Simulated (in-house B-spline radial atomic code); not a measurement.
Values are calculated unless marked as measured or tabulated.
## Extrapolating the RPA correlation energy in partial waves: Se⁶⁺

All-electron RPA on PBE0 orbitals from an all-electron radial atomic-structure program (B-spline basis), scalar-relativistic (spin-free one-electron X2C), finite nucleus, configuration [Ar] 3d10. With empty states up to angular momentum L the sums are:

```tsv
L	E_c(L) (hartree)
4	-1.847098
5	-1.962719
6	-2.019350
7	-2.049372
8	-2.065854
```

For large l each further wave adds A/(l + 1/2)⁴, because the basis must build the cusp where two electrons meet.

(1) Estimate the limit from L = 7 and L = 8.

(2) How good is the estimate?

Results:

(1) Wave 8 adds -0.016482, against a sum of (l + 1/2)⁻⁴ of 1.91569e-04, so A = -86.037. The sum over l > 8 is ζ(4, 9.5) = 4.5445e-04, close to 1/(3 × 9³) = 4.5725e-04. The tail is -0.039100 and the limit -2.10495 hartree.

(2) A run to L = 11 sums to -2.08580 and extrapolates to -2.09936 hartree, 1.02 millihartree from the run before, so it has not settled and is itself too deep. The estimate differs from that by -5.60 millihartree, while the bare sum at L = 8 misses 33.5 millihartree (1.6 %).
